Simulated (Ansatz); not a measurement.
Two members of one family (Oligo(furan), dithiol), computed with Ansatz in the gas phase. Binding counts from free atoms in the multiplicity of their measured ground term, without zero-point energy. Sets without diffuse functions give affinities that are too small. A dash marks a value that wasn't run or was left out as unsound. The structures are stationary points that may keep the symmetry of their start. Remarks come from the PBE and PBE0 runs and from stability tests at other levels; not every state was tested. A HOMO above zero means that the electron is unbound at that level and held by the basis, or that self-interaction error raises the level; the energy of removing that electron tells which.

First: Sc1ccc(-c2ccc(-c3ccc(-c4ccc(S)o4)o3)o2)o1 (singlet, charge 0, PBE-D4/def2-SVP geometry).

```xyz
32

S     1.046   -0.826    7.820
C     1.041   -1.272    6.128
C     1.194   -2.501    5.511
C     0.952   -2.294    4.121
C     0.674   -0.941    3.977
C     0.381   -0.122    2.836
C     0.111    1.232    2.689
C    -0.102    1.450    1.299
C     0.048    0.214    0.681
C    -0.047   -0.214   -0.681
C     0.103   -1.451   -1.300
C    -0.111   -1.233   -2.689
C    -0.381    0.122   -2.836
C    -0.674    0.941   -3.977
C    -0.953    2.293   -4.121
C    -1.194    2.501   -5.511
C    -1.041    1.272   -6.128
S    -1.046    0.828   -7.819
O    -0.711    0.319   -5.194
O    -0.344    0.743   -1.616
O     0.344   -0.743    1.616
O     0.711   -0.319    5.194
H     2.115    0.026    7.775
H     1.461   -3.435    6.014
H     0.989   -3.031    3.313
H     0.076    1.967    3.498
H    -0.340    2.391    0.794
H     0.341   -2.392   -0.795
H    -0.075   -1.967   -3.499
H    -0.989    3.031   -3.312
H    -1.462    3.436   -6.013
H    -2.116   -0.025   -7.776
```

```tsv
level	HOMO (eV)	LUMO (eV)	gap (eV)	vertical IE (eV)	vertical EA (eV)	vertical triplet (eV)	binding per atom (eV)
PBE-D4/def2-SVP	-4.47	-2.40	2.08	–	–	–	5.45
PBE-D4/def2-TZVP	-4.54	-2.53	2.01	6.25	0.91	1.84	5.36
r2SCAN-D4/def2-TZVP	-4.63	-2.49	2.14	–	–	–	5.15
PBE0-D4/def2-SVP	-5.28	-1.80	3.48	–	–	–	5.28
PBE0-D4/def2-TZVP	-5.28	-1.89	3.40	6.45	0.80	2.01	5.19
```

Remarks: HOMO above zero (-1 doublet).

Second: Sc1ccc(-c2ccc(-c3ccc(-c4ccc(-c5ccc(-c6ccc(S)o6)o5)o4)o3)o2)o1 (singlet, charge 0, PBE-D4/def2-SVP geometry).

Cartesian coordinates in Å:
```
S -2.468 8.902 -4.030
C -1.334 8.697 -2.703
C -0.596 9.619 -1.984
C 0.150 8.862 -1.028
C -0.181 7.530 -1.226
C 0.232 6.312 -0.588
C 1.112 6.051 0.457
C 1.110 4.641 0.643
C 0.228 4.123 -0.298
C -0.200 2.793 -0.609
C -1.083 2.277 -1.551
C -1.088 0.867 -1.367
C -0.209 0.604 -0.322
C 0.209 -0.604 0.320
C 1.089 -0.868 1.364
C 1.083 -2.278 1.549
C 0.199 -2.793 0.606
C -0.227 -4.123 0.297
C -1.110 -4.642 -0.643
C -1.113 -6.051 -0.456
C -0.232 -6.313 0.589
C 0.180 -7.530 1.227
C -0.151 -8.862 1.031
C 0.595 -9.618 1.986
C 1.334 -8.696 2.705
S 2.471 -8.900 4.029
O 1.094 -7.433 2.256
O 0.305 -5.139 1.046
O -0.333 -1.776 -0.142
O 0.333 1.776 0.140
O -0.306 5.140 -1.047
O -1.093 7.434 -2.256
H -2.726 7.569 -4.140
H -0.591 10.705 -2.126
H 0.849 9.250 -0.280
H 1.688 6.794 1.016
H 1.679 4.059 1.375
H -1.649 2.864 -2.280
H -1.662 0.120 -1.923
H 1.662 -0.119 1.920
H 1.650 -2.865 2.278
H -1.680 -4.061 -1.375
H -1.689 -6.795 -1.015
H -0.851 -9.250 0.284
H 0.589 -10.704 2.129
H 2.727 -7.568 4.140
```

Task: Estimate the same table for the second.

Result: 
```
              level  HOMO (eV)  LUMO (eV)  gap (eV)  vertical IE (eV)  vertical EA (eV)  vertical triplet (eV)  binding per atom (eV)
    PBE-D4/def2-SVP      -4.08      -2.35      1.74                 –                 –                      –                   5.58
   PBE-D4/def2-TZVP      -4.13      -2.45      1.68              5.54              1.08                   1.57                   5.48
r2SCAN-D4/def2-TZVP      -4.20      -2.41      1.79                 –                 –                      –                   5.26
   PBE0-D4/def2-SVP      -4.85      -1.81      3.04                 –                 –                      –                   5.40
  PBE0-D4/def2-TZVP      -4.83      -1.87      2.97              5.81              0.95                   1.83                   5.30
```

Remarks: HOMO above zero (-1 doublet).
